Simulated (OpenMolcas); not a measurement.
Cr2+ (d4) on a cation site of an ionic host was computed by CASSCF with the d shell active (OpenMolcas, ANO-RCC-VDZP on the metal). Its lowest spin-free states, and all those of the highest spin:

| 2S+1 | Degeneracy | E (cm-1) |
| --- | --- | --- |
| 5 | 3 | 0.0 |
| 5 | 2 | 4567 |
| 3 | 3 | 16057 |
| 3 | 3 | 18322 |
| 3 | 3 | 20030 |
| 1 | 1 | 21336 |
| 3 | 2 | 22379 |
| 3 | 3 | 22386 |
| 3 | 3 | 22959 |
| 1 | 3 | 24903 |
| 3 | 1 | 25887 |
| 3 | 3 | 26003 |

Problem. Is the site octahedral, tetrahedral or cube-like, axial, or of lower symmetry?

Solution. The states with 2S+1 = 5 have orbital degeneracies 3, 2. Threefold states need a cubic site. For d4 at this spin an octahedron puts the twofold E below the threefold T2 and a tetrahedron or cube puts the threefold T2 below the twofold E, so the site is a tetrahedron or a cube, which this pattern cannot tell apart. The first gap at this spin, 4570 cm-1, is |10Dq| in ligand-field theory. The run had Cr2+ with its 8 nearest fluoride ions at 2.284 Å, on the Ca site of CaF2 (a = 5.46294 Å, distance in the model lattice 2.366 Å). The rest of the host is ab initio model potentials to 7.6 Å and point charges beyond; the distance is set by hand and nothing relaxes. Ligand basis ANO-RCC-VDZP.

An orbital triplet at a regular site is open to Jahn-Teller coupling, which can distort the site and quench the lowest spin-orbit gaps and is left out. Without dynamic correlation the repulsion within the d shell is too large (B by tens of per cent), so at a given field states of lower spin stand too high. Ligand-to-metal charge-transfer states are missing. With no ligand orbital active B as a rule stays too high, so bands that hang on it stand too high and its fall with covalency is understated. With metal d orbitals alone and no dynamic correlation 10Dq can be off by a tenth to a fifth, either way, in oxide and fluoride hosts. No measured value stands beside these numbers; the geometry was set by hand and not optimised.
